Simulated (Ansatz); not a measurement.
This geometry of a periodic cell of 17 atoms, Si (host Si, host structure diamond, interstitial Si) is a first-order saddle point.

The calculation used DFT PBE-D3(BJ), scalar-relativistic, plane waves, PAW in Ansatz. Settings: PAW set soft_1, cutoff 420 eV, k mesh 2x2x2, gaussian smearing 0.05 eV, no spin polarisation.

```xyz
17
Lattice="0.0000 5.4300 5.4300 5.4300 0.0000 5.4300 5.4300 5.4300 0.0000" Properties=species:S:1:pos:R:3
Si 0.021 -0.064 0.062
Si 1.422 1.336 1.293
Si 2.804 2.611 -0.089
Si 4.177 3.984 1.444
Si 2.653 -0.064 2.693
Si 3.863 1.146 4.282
Si 5.232 2.516 2.913
Si 6.701 3.984 3.968
Si 0.213 2.926 2.502
Si 1.422 4.136 4.092
Si 2.804 5.517 2.817
Si 4.273 6.987 3.871
Si 2.653 2.735 5.492
Si 4.053 4.136 6.723
Si 5.327 5.517 5.341
Si 6.701 6.890 6.874
Si 7.466 4.750 6.109
```

Q: Which two structures does it join? (They come from a converged band through this point; their orientation in space is the band's.)

A: Contacts lost: Si6–Si17. Contacts made: Si9–Si17. The atom that moves furthest is Si17, by 2.35 Å; four of its nearest neighbours are Si8 2.39, Si6 2.39, Si16 2.39, Si4 2.39 Å at the first end and Si15 2.39, Si9 2.39, Si11 2.39, Si3 2.39 Å at the last.

Image 0:

```xyz
17
Lattice="0.0000 5.4300 5.4300 5.4300 0.0000 5.4300 5.4300 5.4300 0.0000" Properties=species:S:1:pos:R:3
Si 0.033 0.001 -0.001
Si 1.353 1.362 1.362
Si 2.714 2.682 -0.001
Si 4.092 4.053 1.377
Si 2.715 0.000 2.682
Si 4.098 1.383 4.047
Si 5.428 2.717 2.708
Si 6.762 4.047 4.047
Si 0.000 2.715 2.716
Si 1.354 4.069 4.069
Si 2.714 5.431 2.748
Si 4.076 6.791 4.068
Si 2.716 2.748 5.430
Si 4.078 4.067 6.793
Si 5.397 5.429 5.430
Si 6.765 6.810 6.810
Si 8.142 5.432 5.423
```

Image 4:

Only the atoms that move by more than 0.05 Å are listed.
```
Si17 6.795 4.069 6.784
```

Q: How far does it lie above each of them?

A: 0.30 eV above the first and 0.30 eV above the second. This is the barrier of this one path; another mechanism may lie lower. Limits of this set-up: coarse k mesh, a small cell, in which the defect meets its images.

Time of the run: 61 min on 1 thread of Arm Neoverse N1, on a shared host, peak memory 0.78 GiB.
